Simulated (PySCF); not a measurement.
# TDDFT excited states: C5H9ClOSi

C5H9ClOSi.
InChI=1S/C5H9ClOSi/c6-3-1-2-4(7)5(3)8/h1-5,7H,8H3/t3-,4+,5+/m0/s1

The calculation used PySCF, TDDFT CAM-B3LYP/def2-SVPD, vertical, gas phase, core orbitals frozen in the response. The structure is a single GFN2-xTB conformer in the gas phase; no vibrational or solvent corrections.

Question: Predict the UV-vis stick spectrum at this level.

Answer: 

| state | E (eV) | E (hartree) | f | \|μ\| (D) | main configurations (H = HOMO, L = LUMO) |
| --- | --- | --- | --- | --- | --- |
| S1 | 6.64 | 0.2441 | 0.049 | 1.40 | H→L (55%), H-1→L (35%) |
| S2 | 6.93 | 0.2547 | 0.063 | 1.55 | H-1→L (37%), H-2→L (24%), H→L (17%) |
| S3 | 7.03 | 0.2582 | 0.036 | 1.16 | H-3→L (48%), H-2→L (12%), H-3→L+3 (11%) |
| S4 | 7.12 | 0.2617 | 0.114 | 2.05 | H-2→L (42%), H-3→L (20%), H→L (14%) |
| S5 | 7.44 | 0.2735 | 0.065 | 1.51 | H→L+1 (66%) |
| S6 | 7.62 | 0.2800 | 0.0018 | 0.25 | H-1→L+1 (36%), H→L+3 (23%), H-1→L+4 (10%) |
| S7 | 7.75 | 0.2848 | 0.0034 | 0.34 | H-2→L+1 (30%), H-2→L+3 (11%), H-2→L (11%) |
| S8 | 7.88 | 0.2897 | 0.0037 | 0.35 | H-3→L+1 (23%), H-1→L+1 (13%), H-3→L (12%) |

Triplets, Tamm–Dancoff:

```json
{"state": "T1", "E (eV)": "4.42", "λ (nm)": "280.6", "main configurations (H = HOMO, L = LUMO)": "H→L (67%)"}
{"state": "T2", "E (eV)": "6.40", "λ (nm)": "193.8", "main configurations (H = HOMO, L = LUMO)": "H-1→L (64%)"}
{"state": "T3", "E (eV)": "6.46", "λ (nm)": "191.9", "main configurations (H = HOMO, L = LUMO)": "H-2→L (34%), H-3→L (22%), H-3→L+3 (9%)"}
```

The lowest singlet comes at 187 nm (641 kJ/mol) in the vacuum ultraviolet; it is of moderate strength; its leading configuration is HOMO→LUMO (55%). The most intense listed level is S4 at 7.12 eV (174 nm, f = 0.114), 0.48 eV above S1. Löwdin shares by element: HOMO carbon 55% or more, oxygen 12%, chlorine 7% (atoms not listed hold the other 25%); LUMO carbon 53% or more, chlorine 13% (atoms not listed hold the other 34%). The listed states span 1.24 eV, and the widest gap between neighbours is 0.32 eV (S4 to S5). Orbital energies (eV): HOMO-3 -10.03, HOMO-2 -9.88, HOMO-1 -9.66, HOMO -9.25, LUMO 0.51, LUMO+1 1.12, LUMO+2 1.47. Of the 8 states listed, 5 reach f = 0.01 and none stays under 0.0005. Only the lowest 8 singlets were computed, as vertical energies without vibronic structure.

Hardware: one thread of an Intel Xeon Platinum 8488C, no GPU (shared host). Cost: 71 s (grids of density and orbitals included), 1.1 GiB resident at most.
